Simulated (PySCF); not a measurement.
SiF2, SMILES [Si](F)F (connectivity only; charge and spin as stated), neutral, multiplicity 1.

The structure is a stationary point at TPSSh-D3(BJ)/def2-TZVP. The isomer is the one that the SMILES or the coordinates give; other isomers of the formula were not compared.

Method: PBE/def2-TZVPD in PySCF.

Isolated molecule, no solvent.

| Quantity | Result |
|---|---|
| total energy | -489.04279 hartree |
| point group | C2v |
| highest occupied level | -7.21 eV |
| lowest empty level | -3.09 eV |
| orbital gap | 4.12 eV |
| dipole moment | 1.08 D |
| quadrupole, principal values (traceless, Buckingham form, about the centre of nuclear charge) | -2.95, -1.00, 3.95 D·Å |
| mean static polarisability | 30.5 bohr³ (4.51 Å³) |
| polarisability, principal values | 29.5, 30.1, 31.7 bohr³ |
